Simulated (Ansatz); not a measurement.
## BGe2H4: where a starting geometry ends

The starting geometry of this gas-phase doublet was optimised with GFN2-xTB.

```
atom    x (Å)    y (Å)    z (Å)
   B   1.1922  -1.2880  -0.5287
  Ge  -0.1162   0.0582   0.4261
  Ge  -2.4039   0.4632   0.9665
   H   0.3739  -1.8621  -1.1889
   H  -1.8375  -0.9485   1.6663
   H   1.9758  -0.6635  -1.1635
   H   1.6676  -1.9455   0.3405
```

Where would you expect an optimisation with PBE0-D3(BJ)/def2-SVP to take it?

A new bond forms, giving a structure with H5 bridging Ge3 and Ge2, given below by its coordinates. Contacts that close: Ge2–H5 (2.35 → 1.87 Å).

The energy falls by 0.33 eV over 18 steps:

```json
{"step": "1", "E − E(last) (eV)": "0.328"}
{"step": "3", "E − E(last) (eV)": "0.042"}
{"step": "5", "E − E(last) (eV)": "0.005"}
{"step": "7", "E − E(last) (eV)": "0.003"}
{"step": "9", "E − E(last) (eV)": "0.001"}
{"step": "10", "E − E(last) (eV)": "0.001"}
{"step": "12", "E − E(last) (eV)": "0.000"}
{"step": "14", "E − E(last) (eV)": "0.000"}
{"step": "16", "E − E(last) (eV)": "0.000"}
{"step": "18", "E − E(last) (eV)": "0.000"}
```

Final geometry (Å):

```xyz
7

B     1.1398   -1.3082   -0.5046
Ge   -0.3398   -0.1553    0.2521
Ge   -2.2413    0.6775    1.3237
H     0.5127   -2.0861   -1.2137
H    -1.6910   -0.9835    1.2441
H     1.8608   -0.5176   -1.0906
H     1.6107   -1.8131    0.5073
```

Frequencies at the end are all real (lowest 40 cm⁻¹). Open shells are spin-unrestricted. Run with Ansatz 0.2.0, 95 s on 2 threads of Arm Neoverse V2, with other jobs on the host.
